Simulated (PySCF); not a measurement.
# Sc+: ionisation energy

Sc+ [Ar] 3d1 4s1 (3D) → Sc(2+) [Ar] 3d1 (2D), as a difference of total energies. Computed with PySCF 2.14 in cc-pVTZ, with the non-relativistic Hamiltonian (point nucleus). Correlated levels: valence: [Ar] frozen. The calculations carry no spin-orbit coupling.

```tsv
method	ionisation energy (eV)
UHF	12.157
LDA	13.206
BP86	13.070
MP2 (valence)	12.246
SCS-MP2 (valence)	12.187
```

Question: How much does correlation contribute at MP2 (valence)?

Answer: 12.246 − (12.157) = 0.089 eV, measured against UHF.

These non-relativistic numbers lack the scalar-relativistic shift.

The reference lies between the lowest fine-structure levels, while these numbers refer to the centres of the terms.

Errors of the correlated levels include the incompleteness of this basis and the frozen core.

For comparison: 12.800 eV (measured; NIST Atomic Spectra Database, ionization energies).
